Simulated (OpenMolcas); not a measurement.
**Zn: effect of the active space**

```
Program             : OpenMolcas
Method              : CASSCF
Basis               : ANO-RCC-VDZP
Scalar Hamiltonian  : DKH2, point nucleus
Spin-orbit coupling : state interaction with AMFI integrals over the reference wave functions, term energies averaged over their components
```

A. 2 electrons in 4 orbitals (4s 4p); 2S+1 = 3 even, 3 roots; 2S+1 = 1 even, 1 root; 2S+1 = 3 odd, 3 roots; 2S+1 = 1 odd, 3 roots; cost about 8 core-seconds
B. 2 electrons in 8 orbitals (4s 4p 5s 5p); 2S+1 = 3 even, 3 roots (0 in the spin-orbit step); 2S+1 = 1 even, 1 root kept (CI in the orbitals of an earlier block); 2S+1 = 3 odd, 3 roots; 2S+1 = 1 odd, 3 roots kept (CI in the orbitals of an earlier block, 0 in the spin-orbit step); cost roughly 11 core-seconds

Energies in cm-1 above 4s2 1S0, the measured ground level; measured values from NIST Handbook of Basic Atomic Spectroscopic Data.

```
      Level      A      B  Measured
    4s2 1S0    0.0    0.0       0.0
4s 4p 3P* 0  28657  28563     32311
4s 4p 3P* 1  28813  28721     32501
4s 4p 3P* 2  29127  29037     32890
```

Deviations, from unrounded energies. A percentage is the sum of absolute deviations over the sum of measured energies, with the sign that they share, or ± where signs differ.

| Against measurement | Levels | A | B |
| --- | --- | --- | --- |
| mean absolute deviation (cm-1) | 3 | 3700 | 3800 |
| other configurations (%) | 3 | -11.4 | -11.6 |

A, B lie about equally close to measurement. The largest miss of A in the table is 4s 4p 3P* 2, by -3800 cm-1. The ranking rests on the paired levels alone, and a cruder setting can come out closer through cancelling errors.

Between A and B the level of the table that moves most is 4s 4p 3P* 0, by 94 cm-1 (lowest in B, highest in A).

Without dynamic correlation excited terms often stand tens of per cent too high (terms of higher spin than the ground term too low), and those without a measured partner can miss by more than the paired ones. Some high roots are left out of the spin-orbit mixing, which shifts the levels that they would mix with (holds for B). Terms from blocks run as CI alone lack orbitals of their own (holds for B). Active for correlation alone: 5p 5s; no level in the range computed is led by a configuration that fills them, so any true level of that kind is missing (holds for B). Measured partners are found by configuration, term and J. A level has none where our copy of the source lacks it or the pairing is in doubt (some pairs that miss far off the trend of their configuration count as doubtful), and it then counts in no deviation. Levels of configurations outside the active space are missing. The table leaves out levels that lie high or whose names do not pair safely across all columns.

* marks odd parity.
